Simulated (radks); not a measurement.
Q: The mean radii <r> (bohr) of the occupied orbitals of an atom or ion are listed with their occupations. Calculated with a radial shooting solver on a logarithmic mesh with Libxc functionals: scalar-relativistic Kohn-Sham, PBEsol, spin-polarised, spherical densities, finite nucleus; Fermi nuclear charge, rms radius of each element as measured or else 0.836 A^(1/3) + 0.57 fm.

orbital  occ.      <r>
1s up       1  0.02559
1s down     1  0.02559
2s up       1   0.1093
2s down     1   0.1091
2p up       3  0.09569
2p down     3  0.09551
3s up       1   0.2769
3s down     1   0.2778
3p up       3   0.2714
3p down     3   0.2725
3d up       5   0.2431

Name the element and its charge. Open shells, if any, are filled with parallel spins first.

A: Z = 56, barium, charge +33: Ba33+ in [Ar] 3d5. The 1s radius gives Z: for a bare nucleus <r> = (2 gamma + 1)/(2Z) with gamma = sqrt(1 - (Z/c)^2), 0.02523 bohr for Z = 56, and screening makes it slightly larger (0.02559 here). The occupations add up to 23, and the charge is Z minus that.
